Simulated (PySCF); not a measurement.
# Electron correlation in Cu (copper, neutral)

[Ar] 3d10 4s1, 2S determinant. All numbers are calculated (PySCF 2.14, the spin-free X2C one-electron Hamiltonian (Gaussian nucleus), in jorge-DZP-DKH (8s6p2d1f, 43 functions)). Frozen: [Ar]; 11 electrons correlated.

MP2 pair energies summed by pair of shells (mhartree):

```json
{"pair": "3d-3d", "energy": "-291.31", "share (%)": "95.9"}
{"pair": "3d-4s", "energy": "-12.55", "share (%)": "4.1"}
```

Total MP2 correlation energy: -303.87 mhartree.

Same-spin part -114.31 and opposite-spin part -189.56 mhartree; SCS-MP2 scales them by 1/3 and 6/5 to -265.57 mhartree.

| level | correlation energy (mhartree) |
| --- | --- |
| CCSD | -271.95 |
| (T) | -12.82 |
| CCSD(T) | -284.77 |

Diagnostics: T1 = 0.014, D1 = 0.0479, largest double amplitude 0.035.

Task: Is a single reference adequate?

Result: Yes: T1 lies below 0.03 and no double amplitude reaches 0.07.
